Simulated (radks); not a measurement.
Fractional charge and spin in the 4d shell of technetium: the spin-up occupation runs from 3 to 4 and the spin-down occupation from 0 to 1; the fullest corner is Tc+, [Kr] 5s(up 0.5, down 0.5) 4d(up 4, down 1). All-electron calculation, scalar-relativistic Kohn-Sham, PBE, spin-polarised, spherical densities, point nucleus. Program: a radial shooting solver on a logarithmic mesh with Libxc functionals. Energy (eV) minus the two flat planes that join the four corners (they meet along the diagonal where the two added fractions sum to one electron); zero is where a piecewise linear energy would lie.

| down \ up | 3 | 3.5 | 4 |
|---|---|---|---|
| 0 | 0.000 | -1.619 | 0.000 |
| 0.5 | -1.553 | 0.196 | -1.363 |
| 1 | 0.000 | -1.428 | 0.000 |

Corners above the fullest one (they belong to Tc2+ and the next ion): (up 4, down 0) 18.198 eV, (up 3, down 1) 20.522 eV, (up 3, down 0) 51.450 eV. With half an added electron in each spin the energy lies 0.196 eV from the planes, and with half an added electron in spin up alone -1.619 eV. The planes are only a guide here: the flat-plane condition holds for ground states with one frontier orbital, while this shell lies below other occupied shells, so the corners above the fullest one are inner-hole states and not the ground states of those ions.
